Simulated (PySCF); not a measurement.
**Peak assignment**

Numbering as in the mapped SMILES `[CH:1]#[C:2][CH2:3][SiH2:4][O:5]/[CH:6]=[CH:7]/[F:8]`; H(Xn) means a hydrogen on atom n.

Computed data (PySCF 2.14.0 with density-fitted response routines): GFN2-xTB structure, PBE0/pcSseg-1 with gauge-including orbitals. Isolated molecule, a single conformation, one averaged value for each set of equivalent atoms, non-relativistic Hamiltonian.

Chemical shifts δ = σref − σ; 13C (186.93 ppm), 1H (31.72 ppm) vs TMS, all at this level.

Task: Assign these signals to the numbered atoms. 13C{1H} NMR (computed): δ 147.7 (CH), 141.6 (CH), 81.5 (C), 73.8 (CH), 4.5 (CH2).

Result: 
```tsv
δ (ppm)	atoms	environment	reason
147.7	C7	β carbon of an enol-ether or enamine type C=C	–
141.6	C6	alkene carbon bearing oxygen	an sp2 carbon further deshielded by the attached heteroatom
81.5	C2	alkyne carbon	the triple bond shields along its axis, which puts it between sp3 and sp2 carbons
73.8	C1	terminal alkyne carbon	the triple bond shields along its axis, which puts it between sp3 and sp2 carbons
4.5	C3	propargylic sp3 CH2 bonded to Si	an electropositive neighbour leaves it electron-rich and shielded
```

Task: Assign these signals to the numbered atoms. 1H NMR (400 MHz, computed): δ 7.12 (m, 1H), 7.10 (m, 1H), 4.95 (t, 2H), 2.21 (m, 2H), 1.21 (t, 1H).

Result: 
```tsv
δ (ppm)	atoms	environment	reason
7.12	H(C6)	hydrogen on an alkene carbon bearing oxygen	a vinylic proton, deshielded by the sp2 carbon and the C=C anisotropy
7.10	H(C7)	hydrogen on a β carbon of an enol-ether or enamine type C=C	attached to an sp2 carbon and in the plane of the double bond
4.95	H(Si4)	hydrogen on a silicon bonded to C, O	–
2.21	H(C3)	hydrogen on a propargylic sp3 CH2 bonded to Si	–
1.21	H(C1)	hydrogen on a terminal alkyne carbon	it lies on the axis of the triple bond, in its shielding cone
```

H(C6) and H(C7) lie closer than the usual error of such a calculation, so a measured spectrum could show them in the other order.

Splittings by 19F in the carbon and heteronuclear signals aren't shown, as no couplings were computed. Shifts are as computed. Against solution values, carbons near 30 ppm lie about +3 ppm off and those near 130 ppm about +5 ppm. Of 1211 compounds with measured shifts, 218 miss one by over three times the rms of a fit or turn the order of signals round; such compounds aren't used in these exercises. No couplings were computed; multiplicities are counted from neighbouring protons, with m where these are inequivalent, close in shift, in a saturated or five-membered ring or joined by F or P, and br s for small geminal =CH2 splittings.
